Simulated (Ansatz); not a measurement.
Consider the cleavage of the Al–Si bond: `[AlH2][SiH2][SiH2][GaH2]` + `NCS` → `NC[S][AlH2]` + `[SiH3][SiH2][GaH2]`.

Computed with Ansatz on PBE0-D4/def2-TZVP structures; ΔE is electronic, products minus reactants. CCSD(T)/CBS is the MP2 limit (def2-TZVPP, def2-QZVPP) plus CCSD(T) − MP2 in def2-TZVPP, frozen cores. DFT in def2-TZVPP. B3LYP here is the variant with VWN-RPA as its local correlation; programs differ in this. HSE06 is defined as in plane-wave codes. For Ga outer-core shells are correlated without core-valence functions, which leaves a few kJ/mol of doubt a bond. Scalar relativity is left out up to krypton. One conformer a species, not always the lowest.

| level | ΔE (kJ/mol) | difference from CCSD(T)/CBS |
| --- | --- | --- |
| revPBE-D4 | -90.8 | 10.6 |
| CAM-B3LYP-D4 | -104.2 | -2.8 |
| B2PLYP | -104.1 | -2.7 |
| PBE-QIDH | -99.8 | 1.6 |
| PBE | -89.9 | 11.5 |
| revPBE | -88.1 | 13.3 |
| PBE0 | -92.8 | 8.6 |
| B3LYP | -100.9 | 0.5 |
| r2SCANh | -100.4 | 1.0 |
| HSE06 | -92.6 | 8.8 |
| BHLYP | -105.4 | -4.0 |
| CAM-B3LYP | -104.4 | -3.0 |
| MP2/def2-SVP | -106.8 | -5.4 |
| SCS-MP2/def2-TZVPP | -106.9 | -5.5 |
| HF/def2-QZVPP | -109.3 | -7.9 |
| SCS-MP2/def2-QZVPP | -108.4 | -7.0 |
| CCSD(T)/CBS | -101.4 | 0 |

What do rigid-rotor, harmonic-oscillator terms from PBE0-D4/def2-TZVP frequencies (298.15 K, 1 bar) make of the CCSD(T)/CBS value? (An estimate is asked.)

Ansatz gave: ΔZPE = +1.8 kJ/mol, ΔH = -101.3 kJ/mol, ΔS = -13 J/(mol·K), ΔG = -97.3 kJ/mol. Modes under 50 cm⁻¹ make the entropy rough.

Largest T1 diagnostic among the species: 0.014.

From BLYP to BHLYP (50 % exact exchange), in def2-TZVPP and without D4, ΔE moves by −6.7 kJ/mol. Leaving LDA and LC-ωPBE aside and taking each functional with its dispersion term where it has one, the values, not all of them listed here, spread over 15.7 kJ/mol, from ωB97M-V to PBE-D4.
